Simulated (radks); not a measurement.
Problem. The rubidium ion Rb+, [Kr]. Method: non-relativistic Kohn-Sham, exchange-only B88, spin-polarised, spherical densities, point nucleus; computed with a radial shooting solver on a logarithmic mesh with Libxc functionals. Every spin shell is full or empty, so the densities are truly spherical. Functionals are evaluated on that one density, not self-consistently. Rank these orbital-free kinetic functionals by their error against the exact value of the orbitals, and give that value: Thomas-Fermi, TF + vW/5, APBEK, revAPBEK, Thakkar, Pearson, DePristo-Kress, Ernzerhof.

Solution. Exact: 2938.25 hartree. From best to worst, with 100 (|E| - |E exact|)/|E exact| (equal figures are ties): DePristo-Kress -0.07, APBEK +0.12, revAPBEK +0.33, Ernzerhof -0.38, Thakkar -0.48, Pearson -1.04, TF + vW/5 +3.37, Thomas-Fermi -5.81.
